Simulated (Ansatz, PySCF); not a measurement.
Gas-phase reaction (SMILES): CO[Si](N)(N)N + 5 [H][H] (H2) → C (CH4) + 3 N (NH3) + O (H2O) + [SiH4] (SiH4); energy of full hydrogenation.

Structures are relaxed separately at B3LYP-D3(BJ)/def2-TZVP in Ansatz (a program for electronic structure), one conformer each, not searched for the lowest. Correlated levels leave the core frozen unless marked. No spin-orbit coupling. No relativistic terms. CBS(X,Y): correlation extrapolated as X^-3; Hartree-Fock from the larger set. The bracket is a focal-point correction in the basis named. Thermal terms are rigid-rotor harmonic-oscillator values from B3LYP-D3(BJ) frequencies (Ansatz or PySCF) at 298.15 K and 1 atm. 1 Eh = 627.5095 kcal/mol.

```csv
species,"E, RI-MP2/CBS(cc-pV(T+d)Z,cc-pV(Q+d)Z)+[CCSD(T)-MP2]/cc-pV(T+d)Z (Ansatz) (Eh)","E, PBE0-D4/def2-TZVPD (Ansatz + dftd4) (Eh)",H - E (Eh),G - E (Eh)
CO[Si](N)(N)N,-571.97813,-572.34539,0.13270,0.08811
[H][H] (H2),-1.17529,-1.16831,0.01336,-0.00144
C (CH4),-40.46125,-40.47492,0.04840,0.02728
N (NH3),-56.50668,-56.51535,0.03799,0.01614
O (H2O),-76.37659,-76.38102,0.02495,0.00353
[SiH4] (SiH4),-291.46100,-291.75741,0.03520,0.01198
```

Work out ΔE and ΔH, ΔG, ΔS and the equilibrium constant at 298.15 K at the first level, then ΔH at the second.


1. ΔE = [(-40.46125) + 3×(-56.50668) + (-76.37659) + (-291.46100)] - [(-571.97813) + 5×(-1.17529)] = 0.03570 Eh = 22.4 kcal/mol at RI-MP2/CBS(cc-pV(T+d)Z,cc-pV(Q+d)Z)+[CCSD(T)-MP2]/cc-pV(T+d)Z.
2. The terms H - E add up to 0.02302 Eh, so ΔH = (0.03570 + (0.02302))×627.5095 = 36.8 kcal/mol.
3. The terms G - E add up to 0.01030 Eh, so ΔG = 28.9 kcal/mol, and ΔS = (0.02302 - (0.01030))×627509.5/298.15 = 26.8 cal/(mol K).
4. log10 K = -ΔG/(RT ln 10) = -21.2, with RT ln 10 = 1.3642 kcal/mol.
5. With ΔH and ΔS taken as constant, ΔG changes sign near ΔH/ΔS = 1370 K, a rough figure that leaves out heat capacities.
6. At PBE0-D4/def2-TZVPD the same steps give ΔE = 17.3 and ΔH = 31.7 kcal/mol, a shift of -5.1 from the first level.
7. These values are not checked against measurement here, since the tables used lack a sound gas-phase enthalpy of formation for at least one species.
